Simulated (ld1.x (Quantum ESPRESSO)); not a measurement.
**Li (Z = 3): variants of one RRKJ potential**

Base potential:

```json
{
  "Element": "Li (Z = 3)",
  "Generator": "ld1.x (Quantum ESPRESSO) 7.5",
  "Type": "norm-conserving RRKJ (Kleinman–Bylander form)",
  "Functional": "PW91",
  "Relativity": "non-relativistic",
  "Frozen core": "[He]",
  "Valence charge": "1",
  "Reference configuration": "2s0.5 2p0 (charge +0.5)",
  "Partial waves": "2p (bound, empty): rc 4.20 bohr; 2s (bound): rc 2.15 bohr",
  "Local potential": "the s channel",
  "Core correction": "Bessel-smoothed model core inside 2.15 bohr",
  "rho0": "0.01"
}
```

Cutoffs, loose and tight: the cutoffs (Ry, on a coarse ladder) from which the occupation-weighted sum of valence levels, in a spherical-Bessel basis at the reference potential, stays within 10 and 1 mRy of its value at 400 Ry. They do not see the model core or the augmentation charge, which bear on the density cutoff. Test errors are all-electron minus pseudo excitation energies from the reference, over the configurations 2s1 2p0; 2s0 2p1. A dash means not determined; rows that change the core or the reference have their own tests.

Cutoffs are not given where the Bessel-basis levels miss the radial ones by over 6 mRy, ghosts where they miss by over 20 mRy; a channel whose overlap is not positive is not tested.

```tsv
change	outcome	cutoff, loose	cutoff, tight	bound ghosts	largest test error (meV)
base	generated	6 Ry	6 Ry	none	+9.5
reference 2s0 2p1	generated	6 Ry	6 Ry	none	-3.3
core none, valence charge 3; reference 1s2 2s0 2p0; waves now 1s (bound): rc 0.50 bohr; 2p (bound): rc 4.20 bohr; local potential the p channel; core correction none	generated	–	–	not determined	+623
wave 2p (bound): rc 4.20 bohr becomes 2p (bound): rc 5.22 bohr	generated	6 Ry	6 Ry	none	+9.5
functional PBE	generated	6 Ry	6 Ry	none	+8.3
core correction Bessel-smoothed model core inside 1.96 bohr	generated	6 Ry	6 Ry	none	+5.7
wave 2s (bound): rc 2.15 bohr becomes 2s (bound): rc 2.98 bohr	generated	6 Ry	6 Ry	none	+8.4
core correction Bessel-smoothed model core inside 1.86 bohr	generated	6 Ry	6 Ry	none	+3.8
all radii but the core radius scaled by about 1.03 (s 2.22, p 4.34 bohr)	generated	6 Ry	6 Ry	none	+9.5
type PAW; waves now 2s (bound): rcut 1.85, rcutus 2.15 bohr; 2s channel at 1.2 Ry: rcut 1.85, rcutus 2.15 bohr; 2p (bound): rcut 3.65, rcutus 4.20 bohr; 2p channel at 3.6 Ry: rcut 3.65, rcutus 4.20 bohr; local potential all-electron potential smoothed inside 1.90 bohr (lloc = -1); augmentation PSQ, radius 1.30 bohr; rho0 0	failed: new_paw_hamiltonian: negative rho	–	–	–	–
```

What comes out with this change to the base: type ultrasoft; waves now 2s (bound): rcut 1.85, rcutus 2.15 bohr; 2s channel at 0.85 Ry: rcut 1.85, rcutus 2.15 bohr; 2p (bound): rcut 3.65, rcutus 4.20 bohr; 2p channel at 4.05 Ry: rcut 3.65, rcutus 4.20 bohr; local potential all-electron potential smoothed inside 2.25 bohr (lloc = -1); augmentation PSQ, inside the norm-conserving radii; rho0 0?

outcome: failed: chargeps: negative rho. Cause: the pseudo-density turned negative during the self-consistent test, most likely because a state had been found with a wrong node count and its wave set to zero before.
